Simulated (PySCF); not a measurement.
C4H5Cl, SMILES C=CC(=C)Cl. Geometry: B3LYP-D3(BJ)/def2-SVP. The values are those of a single conformer.

Computed equilibrium geometry at B3LYP-D3(BJ)/def2-SVP (PySCF confirms it by a frequency run) as bond lengths and angles, and its point group (one conformer of several):
point group Cs.
Atoms: C1 C2 C3 C4 Cl5 H6 H7 H8 H9 H10. Bonded distances (Å): C1–C2 1.340, C1–H6 1.092, C1–H7 1.092, C2–C3 1.463, C2–H8 1.095, C3–C4 1.342, C3–Cl5 1.758, C4–H9 1.093, C4–H10 1.090. Bond angles (°): C2–C1–H6 121.3, C2–C1–H7 120.8, H6–C1–H7 117.9, C1–C2–C3 126.5, C1–C2–H8 119.8, C3–C2–H8 113.7, C2–C3–C4 123.9, C2–C3–Cl5 116.9, C4–C3–Cl5 119.2, C3–C4–H9 119.6, C3–C4–H10 121.9, H9–C4–H10 118.6.
